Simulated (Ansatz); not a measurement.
Reaction (ligand exchange at the Si–S bond): `CS[SiH](N)Cl` + `N[SiH](F)S` → `N[Si@H](F)S[Si@@H](N)Cl` + CH₃SH

Calculated with Ansatz (gas phase, PBE0-D4/def2-TZVP geometries, no zero-point term in ΔE). CCSD(T)/CBS adds triple-zeta CCSD(T) − MP2 to the extrapolated MP2 energy (def2 sets, frozen cores). This one scheme is used for every species. DFT in def2-TZVPP. B3LYP here is the variant with VWN-RPA as its local correlation; programs differ in this. Each species was taken in one conformer, which may not be the lowest.

```tsv
level	ΔE (kJ/mol)
B3LYP-D4	-3.1
ωB97X-V	-1.4
PBE	2.6
B3LYP	3.0
HF/def2-TZVPP	-0.3
SCS-MP2/def2-TZVPP	-1.1
SCS-MP2/def2-QZVPP	-0.9
HF/CBS(def2)	-0.3
```

What does CCSD(T)/CBS give? (Estimate.)

The calculation gave: -0.8 kJ/mol. The listed levels differ from it by -2.3, -0.6, 3.4, 3.8, 0.5, -0.3, -0.1, 0.5 kJ/mol.

Largest T1 diagnostic among the species: 0.011.

The D4 term adds −6.2 kJ/mol with B3LYP and −3.7 kJ/mol with PBE0; it sums over pairs of atoms, weighted by their polarisabilities, and B3LYP, whose exchange is more repulsive, gets the larger term.
